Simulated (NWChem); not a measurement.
Program: NWChem. System: H$_{3}$AlO$_{3}$, charge 0, spin multiplicity 1, at a geometry optimised with PBE0/def2-SVP. The structure started from a generated list of species. Level: TD-B3LYP/6-31+G* (spherical d), VWN1-RPA local correlation.

Part of the output:

```
             Northwest Computational Chemistry Package (NWChem) 7.3.0
             --------------------------------------------------------

                                NWChem Input Module
                                -------------------

 Scaling coordinates for geometry "geometry" by  1.889725989
 (inverse scale =  0.529177249)

 Turning off AUTOSYM since
 SYMMETRY directive was detected!

                             Geometry "geometry" -> ""
                             -------------------------

 Output coordinates in angstroms (scale by  1.889725989 to convert to a.u.)

  No.       Tag          Charge          X              Y              Z
 ---- ---------------- ---------- -------------- -------------- --------------
    1 Al                  13.0000     0.00004800    -0.00003200     0.00000000
    2 O                    8.0000     1.46641600     0.85124100     0.00000000
    3 H                    1.0000     1.52326100     1.80762300     0.00000000
    4 O                    8.0000    -1.47026600     0.84437900     0.00000000
    5 H                    1.0000    -2.32711400     0.41574800     0.00000000
    6 O                    8.0000     0.00383500    -1.69555700     0.00000000
    7 H                    1.0000     0.80334800    -2.22345600     0.00000000

 Effective nuclear repulsion energy (a.u.)     161.7097545470

            Nuclear Dipole moment (a.u.)
            ----------------------------
        X                 Y               Z
 ---------------- ---------------- ----------------
    -0.0000018897     0.0000056692     0.0000000000

      Symmetry information
      --------------------

 Group name             Cs
 Group number              2
 Group order               2
 No. of unique centers     7

      Symmetry unique atoms

     1    2    3    4    5    6    7


 Summary of "ao basis" -> "" (spherical)
 ------------------------------------------------------------------------------
       Tag                 Description            Shells   Functions and Types
 ---------------- ------------------------------  ------  ---------------------
 *                          6-31+g*                   on all atoms

                                 NWChem DFT Module
                                 -----------------

 Summary of "ao basis" -> "ao basis" (spherical)
 ------------------------------------------------------------------------------
       Tag                 Description            Shells   Functions and Types
[...]
     Magnetic Dipole                               0.0000014786
     Total Oscillator Strength                     0.0000148868

          sigma_e =   2.6684 Angstrom
          sigma_h =   1.9381 Angstrom
         |d_h->e| =   0.0248 Angstrom
            d_exc =   3.1174 Angstrom
            d_CD1 =   0.7551 Angstrom
            d_CD2 =  -2.2785 Angstrom
            d_CD3 =   3.1422 Angstrom
     Pearson C.C. =   0.1121

     Occ.   15  a'  ---  Virt.   21  a'   0.98792 X
     Occ.   15  a'  ---  Virt.   25  a'   0.05589 X
     Occ.   16  a"  ---  Virt.   24  a"   0.05971 X
     Occ.   17  a'  ---  Virt.   22  a'   0.07273 X
     Occ.   18  a'  ---  Virt.   23  a'   0.07175 X
  ----------------------------------------------------------------------------
  Root   4 singlet a'             0.267778340 a.u.                7.2866 eV
  ----------------------------------------------------------------------------
     Transition Moments    X -0.55505   Y  0.32672   Z -0.00000
     Transition Moments   XX -1.11124  XY -0.84373  XZ  0.00000
     Transition Moments   YY  1.09189  YZ -0.00000  ZZ  0.00242
     Dipole Oscillator Strength                    0.0740551159
     Electric Quadrupole                           0.0000001969
     Magnetic Dipole                               0.0000000002
     Total Oscillator Strength                     0.0740553130

          sigma_e =   2.6811 Angstrom
          sigma_h =   1.7189 Angstrom
         |d_h->e| =   0.6821 Angstrom
            d_exc =   3.1310 Angstrom
            d_CD1 =   1.6443 Angstrom
            d_CD2 =  -1.5179 Angstrom
            d_CD3 =   3.8131 Angstrom
     Pearson C.C. =   0.0874

     Occ.   15  a'  ---  Virt.   23  a'   0.06727 X
     Occ.   17  a'  ---  Virt.   21  a'  -0.36655 X
     Occ.   18  a'  ---  Virt.   21  a'   0.90593 X
     Occ.   20  a"  ---  Virt.   24  a"  -0.15972 X
  ----------------------------------------------------------------------------
  Root   5 singlet a'             0.267779712 a.u.                7.2867 eV
  ----------------------------------------------------------------------------
     Transition Moments    X  0.32698   Y  0.55507   Z -0.00000
     Transition Moments   XX  0.84043  XY -1.10190  XZ  0.00000
     Transition Moments   YY -0.84634  YZ -0.00000  ZZ  0.00076
     Dipole Oscillator Strength                    0.0740895403
     Electric Quadrupole                           0.0000001969
     Magnetic Dipole                               0.0000000000
     Total Oscillator Strength                     0.0740897372

          sigma_e =   2.6812 Angstrom
          sigma_h =   1.7232 Angstrom
         |d_h->e| =   0.6748 Angstrom
            d_exc =   3.1309 Angstrom
            d_CD1 =   1.6328 Angstrom
            d_CD2 =  -1.5274 Angstrom
            d_CD3 =   3.8058 Angstrom
     Pearson C.C. =   0.0878

     Occ.   15  a'  ---  Virt.   22  a'  -0.06714 X
     Occ.   17  a'  ---  Virt.   21  a'  -0.90603 X
     Occ.   18  a'  ---  Virt.   21  a'  -0.36669 X
     Occ.   19  a"  ---  Virt.   24  a"   0.15970 X
  ----------------------------------------------------------------------------
  Root   6 singlet a"             0.272431329 a.u.                7.4132 eV
  ----------------------------------------------------------------------------
     Transition Moments    X -0.00000   Y  0.00000   Z  1.00655
     Transition Moments   XX -0.00000  XY -0.00000  XZ  0.00010
     Transition Moments   YY  0.00000  YZ -0.00032  ZZ -0.00000
     Dipole Oscillator Strength                    0.1840089844
     Electric Quadrupole                           0.0000000000
     Magnetic Dipole                               0.0000000000
     Total Oscillator Strength                     0.1840089844

          sigma_e =   2.7469 Angstrom
          sigma_h =   1.8336 Angstrom
         |d_h->e| =   0.0001 Angstrom
            d_exc =   3.1266 Angstrom
            d_CD1 =   0.9134 Angstrom
            d_CD2 =  -2.2901 Angstrom
            d_CD3 =   3.1267 Angstrom
     Pearson C.C. =   0.1123

     Occ.   15  a'  ---  Virt.   24  a"  -0.05609 X
     Occ.   16  a"  ---  Virt.   21  a'  -0.98749 X
     Occ.   19  a"  ---  Virt.   22  a'   0.09303 X
     Occ.   20  a"  ---  Virt.   23  a'   0.09300 X

              Target root =      1
          Target symmetry = none
      Ground state energy =   -470.074882464145
        Excitation energy =      0.238331827330
     Excited state energy =   -469.836550636816

  stored tddft:energy   -469.83655063681573

 Task  times  cpu:       86.6s     wall:       86.6s

 Total times  cpu:       86.7s     wall:       86.7s
```

Question: Write an NWChem input that would produce this output.

Answer: This is not unique; one that fits is 
```
start mol
memory heap 200 mb stack 900 mb global 1100 mb
geometry units angstroms nocenter noautoz
  Al     0.000048    -0.000032     0.000000
  O      1.466416     0.851241     0.000000
  H      1.523261     1.807623     0.000000
  O     -1.470266     0.844379     0.000000
  H     -2.327114     0.415748     0.000000
  O      0.003835    -1.695557     0.000000
  H      0.803348    -2.223456     0.000000
  symmetry group Cs
end
basis spherical
  * library 6-31+g*
end
dft
  xc b3lyp
  semidirect memsize 60000000 filesize 0
  iterations 100
end
tddft
  rpa
  nroots 6
  notriplet
  thresh 1e-4
end
task tddft energy
```
